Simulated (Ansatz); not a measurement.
The lowest singlet and triplet of CF2 (SMILES F[C]F); geometries from B3LYP-D3(BJ)/def2-TZVP, each state relaxed from the structure named, with no frequency check.
Singlet (charge 0, multiplicity 1):
```xyz
3

F     -1.03221    -0.20008     0.00000
C     -0.00064     0.59688     0.00000
F      1.03264    -0.19785     0.00000
```

A positive gap puts the triplet lower; no zero-point energy. R- takes a restricted singlet. U- takes an unrestricted singlet (broken symmetry where lower, unprojected). The triplet is unrestricted in single-reference levels.

The values were computed with Ansatz (an electronic-structure program). Values without a source in brackets are computed.

### Question
One of these levels gives -38.67 kcal/mol for the gap E(singlet) − E(triplet), vertical, at the singlet's geometry. Which?
A) R-r2SCAN/def2-TZVPP
B) R-SVWN5/def2-TZVPP
C) U-HF/cc-pVDZ (spin-contaminated)

### Answer
C, U-HF/cc-pVDZ (spin-contaminated). The others give -61.91 (R-SVWN5/def2-TZVPP), -52.28 (R-r2SCAN/def2-TZVPP)
